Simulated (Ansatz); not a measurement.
Born–Oppenheimer molecular dynamics of AlF$_{2}$H$_{2}$N (6 atoms, charge 0, multiplicity 1). It goes on from the last frame of an earlier run, with new velocities.

All numbers below come from RKS PBE-D4/def2-SVP in Ansatz.

```yaml
ensemble: NVT, Nosé–Hoover chain
time_step: 0.5 fs
steps_asked: 150
set_temperature: 1000 K
thermostat: time constant 100 fs, chain length 3 (defaults)
seed: 261928
```

First frame:

```xyz
6
Properties=species:S:1:pos:R:3
Al 0.000 0.076 0.141
N 0.029 0.139 1.857
H -0.800 0.039 2.450
H 0.836 0.338 2.424
F 1.325 0.149 -0.905
F -1.454 0.098 -0.498
```

Q: How far do the bonds stretch over the last three quarters of this one trajectory? (Pairs bonded in most of those frames.)

A: 
| bond | mean (Å) | spread (Å) | shortest | longest |
| --- | --- | --- | --- | --- |
| Al1–N2 | 1.761 | 0.019 | 1.73 | 1.81 |
| Al1–F5 | 1.702 | 0.069 | 1.58 | 1.79 |
| Al1–F6 | 1.673 | 0.036 | 1.62 | 1.76 |
| N2–H3 | 1.030 | 0.033 | 0.98 | 1.10 |
| N2–H4 | 1.031 | 0.045 | 0.96 | 1.10 |

Mean temperature of the second half: 739 K. The conserved energy stayed within 0.61 meV per atom of its start (net change 0.11 meV per atom), so the integration is sound. The mean temperature of the second half is 26 % below the set value. A run of 0.075 ps of so small a system gives no equilibrium averages.

Run time: 120 s on 1 thread of Intel(R) Xeon(R) 6975P-C (Granite Rapids) (shared host), peak memory 0.13 GiB.
